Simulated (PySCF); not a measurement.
Computed Raman spectrum (relative Raman activity) of a molecule C4H5FSi. Geometry: ωB97X-D3(BJ)/def2-SVP. One conformer was computed; it need not be the lowest. Calculation: ωB97X-D3(BJ)/def2-SVP (PySCF). Frequencies are harmonic and unscaled.

Lines under 2 % of the strongest are left out, and lines within 2 cm⁻¹ are merged.

ν (cm⁻¹): 318 (vw), 424 (vw), 661 (vw), 741 (w), 759 (vw), 769 (vw), 930 (w), 1174 (w), 1695 (m), 2256 (vs), 2287 (s), 3186 (m), 3205 (s), 3482 (w) (against the strongest line: vs over 80 %, s over 45 %, m over 15 %, w over 4 %, vw less)

Question: Identify the compound among the candidates.
(A) C#C/C([SiH3])=C\F
(B) C=CC#C[SiH2]F
(C) C#C/C=C\[SiH2]F
(D) C=C(F)C#C[SiH3]

Answer: C, C#C/C=C\[SiH2]F
